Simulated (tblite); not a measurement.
C3H9BN2Si (charge -1 and doublet state).
Bonds: C1–B2, B2–C3, B2–N4, N4–Si5, Si5–C6, C6–N7 (double). Hydrogens: H8, H9, H10 on C1; H11, H12, H13 on C3; H14 on N4; H15, H16 on Si5.
Bond orders are those of one Lewis drawing.

Computed with GFN2-xTB (tblite), gas phase: L-BFGS steps from a force-field or distance-geometry start until the largest atomic force falls under 0.01 eV/Å.

Step 31: E = -542.8124 eV
```
atom  x, y, z in Å  |  force x, y, z in eV/Å
C1     -1.1592    1.4194   -0.6953   -0.047   0.113   0.077
B2     -0.7938   -0.0909   -0.2412   -0.257   0.086  -0.285
C3     -1.9024   -0.9426    0.5529    0.048  -0.016   0.156
N4      0.5026   -0.5266   -0.5338   -0.007   0.255   0.019
Si5     1.8847   -0.7272    0.5599    0.227  -0.132   0.314
C6      3.0470    0.3621   -0.3293    0.385  -0.106  -0.082
N7      4.0642    0.6322   -0.8730    0.068   0.151  -0.102
H8     -2.2140    1.6900   -0.7887   -0.032  -0.203  -0.072
H9     -0.6477    1.7536   -1.6034   -0.085  -0.131   0.060
H10    -0.7694    2.0509    0.1105    0.014   0.053  -0.041
H11    -2.8062   -0.3519    0.7028   -0.069  -0.022  -0.026
H12    -2.1961   -1.8617    0.0387    0.073   0.135  -0.157
H13    -1.5826   -1.2717    1.5389    0.218   0.050   0.121
H14     0.9030    0.0471   -1.2702   -0.175   0.013  -0.038
H15     1.8672   -0.0052    1.8801   -0.187  -0.156   0.026
H16     1.7955   -2.1686    0.9398   -0.174  -0.090   0.031
```

Step 32: E = -542.8423 eV
```
atom  x, y, z in Å  |  force x, y, z in eV/Å
C1     -1.1765    1.4131   -0.7165   -0.081   0.213   0.089
B2     -0.7928   -0.0827   -0.2608   -0.234  -0.012  -0.140
C3     -1.8778   -0.9379    0.5590    0.012  -0.094   0.255
N4      0.5069   -0.4911   -0.5466    0.187   0.326  -0.081
Si5     1.8874   -0.7602    0.5357    0.120  -0.083   0.554
C6      3.0574    0.3589   -0.3108    0.408  -0.151  -0.162
N7      4.0785    0.6230   -0.8500    0.064   0.159  -0.078
H8     -2.2294    1.6743   -0.8046   -0.196  -0.198  -0.106
H9     -0.6751    1.7541   -1.6242   -0.024  -0.110  -0.018
H10    -0.7989    2.0524    0.0866    0.077   0.070   0.007
H11    -2.7808   -0.3534    0.7353   -0.084  -0.016  -0.075
H12    -2.1776   -1.8669    0.0682    0.039   0.147  -0.248
H13    -1.5401   -1.2664    1.5400    0.288   0.109   0.115
H14     0.9204    0.1224   -1.2475   -0.248  -0.089   0.007
H15     1.8759   -0.0418    1.8755   -0.184  -0.205  -0.076
H16     1.7151   -2.1890    0.9493   -0.143  -0.066  -0.045
```

**Question.** Estimate the geometry and energy of step 33. (The exact step hangs on the optimiser's Hessian estimate; all steps are aligned on step 32, rigid shifts and turns removed.)

**Answer.** E = -542.8787 eV, largest force 0.691 eV/Å
```
atom  x, y, z in Å  |  force x, y, z in eV/Å
C1     -1.1983    1.4093   -0.7388   -0.128   0.252   0.063
B2     -0.7972   -0.0716   -0.2862   -0.019  -0.158   0.104
C3     -1.8512   -0.9323    0.5684    0.007  -0.126   0.281
N4      0.5151   -0.4410   -0.5549    0.187   0.144   0.123
Si5     1.8984   -0.7982    0.5085   -0.076   0.030   0.686
C6      3.0880    0.3527   -0.2883    0.104  -0.328  -0.087
N7      4.1015    0.6150   -0.8360    0.250   0.201  -0.136
H8     -2.2499    1.6518   -0.8246   -0.396  -0.152  -0.128
H9     -0.7087    1.7514   -1.6475    0.054  -0.050  -0.123
H10    -0.8331    2.0569    0.0596    0.129   0.105   0.063
H11    -2.7560   -0.3585    0.7720   -0.074  -0.011  -0.104
H12    -2.1532   -1.8683    0.0970   -0.012   0.106  -0.316
H13    -1.4856   -1.2582    1.5413    0.328   0.167   0.086
H14     0.9331    0.2022   -1.2161   -0.145   0.040  -0.176
H15     1.8705   -0.0941    1.8713   -0.132  -0.201  -0.166
H16     1.6191   -2.2083    0.9628   -0.076  -0.019  -0.170
```

The energy changes by -0.0365 eV. The first-order estimate −F·Δx gives -0.0540 eV and the mean of the old and new forces, exact on a quadratic surface, -0.0359 eV. The step makes an angle of 77° with the force vector and moves no atom by more than 0.099 Å.

The cost below is that of the whole relaxation. On an Arm Neoverse V2 with one thread, no GPU, shared host with 96 logical CPUs at a one-minute load of 40, this took 0.75 s.
